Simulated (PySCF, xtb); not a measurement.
Si(F)(Cl)(OH)2 (ClFH₂O₂Si), SMILES O[Si](O)(F)Cl. One conformer was computed; it need not be the lowest.

Harmonic wavenumbers (cm⁻¹) from GFN2-xTB (xtb) at its own minimum, in rising order: 155, 169, 214, 259, 274, 285, 300, 536, 774, 813, 826, 927, 1000, 3652, 3672.

What does r2SCAN-D4/def2-SVP run with PySCF 2.14.0 give at its own minimum? (An estimate is asked for; the answer gives what the named calculation found.)

97, 168, 236, 264, 321, 333, 341, 562, 766, 784, 864, 975, 1018, 3885, 3890. Paired by order, the mean absolute difference is 56 cm⁻¹ and the zero-point energies are 19.8 and 20.7 kcal/mol.
